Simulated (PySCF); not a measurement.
Compound: C3H11NSi2.
Structure used (GFN2-xTB), in Å, numbered top down from 1:
```
atom  x, y, z in Å
Si1    2.2778   -0.6083   -0.4944
C2     1.4268   -0.1071    1.1267
Si3   -0.4241    0.2765    1.0099
C4    -1.5962   -0.7374   -0.1068
C5    -1.8683    0.5508   -0.8897
N6    -0.8509    1.3691   -0.2479
H7     1.7114   -1.8653   -0.9947
H8     3.7091   -0.8189   -0.2382
H9     2.1340    0.4430   -1.5024
H10    1.9224    0.7735    1.5328
H11    1.5637   -0.8931    1.8676
H12   -0.9737    0.5216    2.3591
H13   -1.1377   -1.5090   -0.7162
H14   -2.4829   -1.1519    0.3607
H15   -1.6979    0.4693   -1.9677
H16   -2.8817    0.9329   -0.7256
H17   -0.8389    2.3665   -0.3832
```

Definitions: NICS(0) = −σiso at the ring centroid; NICS(1) = −σiso and NICS(1)zz = −σzz at ±1 Å along the ring normal z. Level: GIAO PBE0/pcSseg-1 (PySCF, non-relativistic, gas phase) on the GFN2-xTB geometry, one conformer.

Ring bond lengths (Å), with Mayer bond orders in brackets: Si3–C4 1.910 (0.91), C4–C5 1.532 (1.00), C5–N6 1.455 (0.96), N6–Si3 1.720 (1.02).

Q: What do the NICS probes read (ppm)?

A: 
```json
{"ring": "Si3–C4–C5–N6", "type": "4-membered ring with N and Si; formal bonds all single", "NICS(0)": "-3.3", "NICS(1), two faces": "-0.2 / -1.0", "NICS(1)zz, two faces": "1.1 / 1.1", "rms pucker (Å)": "0.06", "centre to ring atoms, mean (Å)": "1.16"}
```

Q: What do they say, and how far can they be read as aromaticity?

A: 
- Si3–C4–C5–N6: mean NICS(1)zz 1.1 ppm, near zero. Si3, C4, C5 have four or more neighbours; no verdict on aromaticity is drawn.

Q: What are the shieldings of the ring atoms and their hydrogens in the same run (means over atoms taken as equivalent)?

A: 
```json
{"atoms": "Si3", "environment": "SiH silicon", "σ isotropic (ppm)": "342.6"}
{"atoms": "C4", "environment": "sp3 carbon bound to silicon", "σ isotropic (ppm)": "172.9"}
{"atoms": "C5", "environment": "sp3 carbon bound to nitrogen", "σ isotropic (ppm)": "138.9"}
{"atoms": "N6", "environment": "silicon-bound nitrogen", "σ isotropic (ppm)": "229.0"}
{"atoms": "H12", "environment": "Si–H hydrogen", "σ isotropic (ppm)": "25.62"}
{"atoms": "H13", "environment": "methylene hydrogen", "σ isotropic (ppm)": "29.93"}
{"atoms": "H14", "environment": "methylene hydrogen", "σ isotropic (ppm)": "30.29"}
{"atoms": "H15", "environment": "methylene hydrogen", "σ isotropic (ppm)": "27.83"}
{"atoms": "H16", "environment": "methylene hydrogen", "σ isotropic (ppm)": "27.75"}
{"atoms": "H17", "environment": "N–H hydrogen", "σ isotropic (ppm)": "31.55"}
```

On one thread, Arm Neoverse N1 (aarch64), shared host with 64 logical CPUs at a one-minute load of 57, this took 43 s of wall time and 0.78 GiB of memory at its peak. This is the whole shielding run at PBE0/pcSseg-1, SCF included.
